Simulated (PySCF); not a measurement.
Computed Raman spectrum (relative Raman activity) of a molecule C₃H₅BF₂O. The structure is a stationary point at PBE0-D3(BJ)/def2-SVP. The values are those of a single conformer. The numbers are results of PBE0-D3(BJ)/def2-SVP (PySCF), not measurements. No scaling factor is applied to the harmonic values.

ν (cm⁻¹): 279 (vw), 606 (vw), 646 (vw), 665 (w), 843 (w), 886 (vw), 959 (vw), 1269 (w), 1309 (vw), 1392 (vw), 1416 (w), 1426 (w), 1471 (vw), 1747 (s), 3052 (vs), 3146 (m), 3151 (s), 3225 (vs), 3907 (vs) (against the strongest line: vs over 80 %, s over 45 %, m over 15 %, w over 4 %, vw less)

Task: Which structure fits?
(A) C[C@@H](C=O)B(F)F
(B) C=C(OC)B(F)F
(C) CC(=O)B(F)CF
(D) CB(O)/C(F)=C\F

Result: D, CB(O)/C(F)=C\F
